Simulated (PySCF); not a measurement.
## 4-pyridinecarboxaldehyde (O=Cc1ccncc1, C$_{6}$H$_{5}$NO)

Geometry:
```json
{"atom": "O1", "x (Å)": "2.825", "y (Å)": "0.939", "z (Å)": "-0.027"}
{"atom": "C2", "x (Å)": "2.142", "y (Å)": "-0.049", "z (Å)": "-0.087"}
{"atom": "C3", "x (Å)": "0.657", "y (Å)": "-0.039", "z (Å)": "-0.044"}
{"atom": "C4", "x (Å)": "-0.070", "y (Å)": "-1.227", "z (Å)": "-0.124"}
{"atom": "C5", "x (Å)": "-1.463", "y (Å)": "-1.155", "z (Å)": "-0.080"}
{"atom": "N6", "x (Å)": "-2.131", "y (Å)": "-0.012", "z (Å)": "0.035"}
{"atom": "C7", "x (Å)": "-1.431", "y (Å)": "1.121", "z (Å)": "0.111"}
{"atom": "C8", "x (Å)": "-0.041", "y (Å)": "1.166", "z (Å)": "0.077"}
{"atom": "H9", "x (Å)": "2.598", "y (Å)": "-1.068", "z (Å)": "-0.182"}
{"atom": "H10", "x (Å)": "0.438", "y (Å)": "-2.190", "z (Å)": "-0.219"}
{"atom": "H11", "x (Å)": "-2.064", "y (Å)": "-2.069", "z (Å)": "-0.141"}
{"atom": "H12", "x (Å)": "-2.011", "y (Å)": "2.046", "z (Å)": "0.205"}
{"atom": "H13", "x (Å)": "0.512", "y (Å)": "2.105", "z (Å)": "0.141"}
```

Theory: quadratic response CAM-B3LYP/aug-cc-pVDZ first hyperpolarisability, Taylor convention, gas phase in PySCF. Geometry: PBE0-D3(BJ)/def2-SVP.

Question: Give the tensor of the second harmonic β(−2ω;ω,ω) at 1907 nm in the axes of these coordinates.

Answer: In au, Taylor convention; rows are the first index (the induced dipole):
|  | xx | yy | zz | xy | xz | yz |
| --- | --- | --- | --- | --- | --- | --- |
| x | -123.4 | -24.8 | +13.0 | +15.0 | +5.4 | -3.2 |
| y | +14.8 | +68.9 | +13.7 | -27.4 | -3.4 | +4.1 |
| z | +5.4 | +4.1 | +2.1 | -3.4 | +12.5 | +13.7 |

Norm of βᵢ = ⅓ Σⱼ (βᵢⱼⱼ + βⱼᵢⱼ + βⱼⱼᵢ): 168.9 au, hyper-Rayleigh value 66.6 au.
